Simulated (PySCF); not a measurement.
# Removing an electron from `BrB1C=CBC=C1`

Compound: C4H5B2Br.
SMILES with atom numbers: `[Br:1][B:2]1[CH:3]=[CH:4][BH:5][CH:6]=[CH:7]1` (hydrogens: H8 on C3; H9 on C4; H10 on B5; H11 on C6; H12 on C7)

Structure used (PBE0-D3(BJ)/def2-SVP), in Å, numbered top down from 1:
```xyz
12
C4H5B2Br angstrom
Br     0.1143    4.8773    0.3946
B      0.1509    2.9641    0.3656
C     -1.1961    2.1772    0.3554
C     -1.1616    0.8252    0.4111
B      0.2092    0.0732    0.5198
C      1.5494    0.8798    0.4172
C      1.5281    2.2320    0.3588
H     -2.1537    2.7105    0.3134
H     -2.1062    0.2657    0.4131
H      0.2334   -1.1220    0.7085
H      2.5157    0.3590    0.4233
H      2.4640    2.8030    0.3183
```

Level: PBE0/def2-SVPD (PySCF). Frontier orbitals with their largest atomic shares (Löwdin; up to four atoms above 4 %):

```json
{"orbital": "HOMO−3", "ε (eV)": "-8.93", "main atoms": "Br1 30 %, B5 12 %, C6 12 %, C4 12 %"}
{"orbital": "HOMO−2", "ε (eV)": "-8.72", "main atoms": "Br1 56 %, B2 10 %, C4 8 %, C6 8 %"}
{"orbital": "HOMO−1", "ε (eV)": "-8.10", "main atoms": "Br1 50 %, B2 12 %, C7 8 %, C3 8 %"}
{"orbital": "HOMO", "ε (eV)": "-7.96", "main atoms": "?"}
{"orbital": "LUMO", "ε (eV)": "-3.69", "main atoms": "B5 20 %, B2 16 %, C4 12 %, C6 12 %"}
{"orbital": "LUMO+1", "ε (eV)": "-0.35", "main atoms": "C6 19 %, C4 19 %, C3 19 %, C7 19 %"}
{"orbital": "LUMO+2", "ε (eV)": "-0.03", "main atoms": "B5 22 %, B2 22 %, Br1 10 %, C4 10 %"}
```

Q: What vertical ionisation energy does ΔSCF give, and how far is −ε(HOMO) from it?

A: ΔSCF: 9.76 eV (942 kJ/mol; threshold wavelength 127 nm); ⟨S²⟩ of the doublet left behind is 0.758, against 0.75 for a pure doublet. −ε(HOMO) is 7.96 eV, 1.80 eV below it. For the exact functional −ε(HOMO) would equal the first vertical ionisation energy; PBE0 (global hybrid, 25 % exact exchange) falls short of its own ΔSCF value by 18 %.

Q: On which atoms does the HOMO lie?

A: C7 (unsaturated ring CH carbon) 20 %, C3 (unsaturated ring CH carbon) 20 %, C6 (unsaturated ring CH carbon) 20 %, C4 (unsaturated ring CH carbon) 20 %, so no atom holds as much as 40 %. The HOMO−1 lies 0.14 eV lower.

Q: And the vertical electron affinity, the fundamental gap, Mulliken's electronegativity and the hardness (with the factor ½)?

A: EA = 2.03 eV by ΔSCF (−ε(LUMO) = 3.69 eV). IE − EA = 7.73 eV against an orbital gap of 4.27 eV; (IE + EA)/2 = 5.89 eV; (IE − EA)/2 = 3.87 eV. Parr's electrophilicity index (IE + EA)²/[8(IE − EA)] is 2.25 eV.

Q: What total energies stand behind the ΔSCF value?

A: E(N) = -2778.28646 Eh and E(N − 1) = -2777.92772 Eh at the same geometry, 0.35874 Eh apart. With one more electron, E(N + 1) = -2778.36122 Eh.

Q: What kinetic energy would electrons from this vertical process carry with 118.2 nm light (10.49 eV)?

A: 10.49 − 9.76 = 0.73 eV.

Geometry: PBE0-D3(BJ)/def2-SVP; no solvent, vibrations or thermal averaging. The calculation is non-relativistic, for bromine too.
